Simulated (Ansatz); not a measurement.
Start from `C[Si](C)(O)[SiH3]` and change one atom or group to get `C[Si](O)([SiH3])Cl`.

Ansatz, PBE0-D4/def2-TZVP geometries, multiplicity 1. Each molecule was computed in one conformer, which needn't be the lowest.

```
                                          property  `C[Si](C)(O)[SiH3]`
               LUMO energy (B3LYP/def2-TZVPP) / eV                -0.07
             LUMO energy (ωB97M-V/def2-TZVPP) / eV                 1.80
size of the dipole moment (ωB97M-V/def2-TZVPP) / D                 1.11
             HOMO–LUMO gap (B3LYP/def2-TZVPP) / eV                 7.15
           HOMO–LUMO gap (ωB97M-V/def2-TZVPP) / eV                11.26
               HOMO energy (B3LYP/def2-TZVPP) / eV                -7.22
```

**Question.** What does the change do to each property? (An estimate is asked.)

**Answer.** The calculation gave: 
| property | `C[Si](O)([SiH3])Cl` | shift |
| --- | --- | --- |
| LUMO energy (B3LYP/def2-TZVPP) / eV | -0.16 | -0.09 |
| LUMO energy (ωB97M-V/def2-TZVPP) / eV | 1.77 | -0.03 |
| size of the dipole moment (ωB97M-V/def2-TZVPP) / D | 1.92 | 0.81 |
| HOMO–LUMO gap (B3LYP/def2-TZVPP) / eV | 7.57 | 0.42 |
| HOMO–LUMO gap (ωB97M-V/def2-TZVPP) / eV | 11.76 | 0.50 |
| HOMO energy (B3LYP/def2-TZVPP) / eV | -7.73 | -0.51 |

With PBE0 the HOMO falls by 0.52 eV and the LUMO falls by 0.12 eV, so the gap widens by about 0.40 eV. PBE moves the HOMO by -0.51 eV and ωB97M-V by -0.51 eV. Dipoles are sizes alone; their direction can turn.

B3LYP here is the variant with VWN-RPA as its local correlation; programs differ in this.
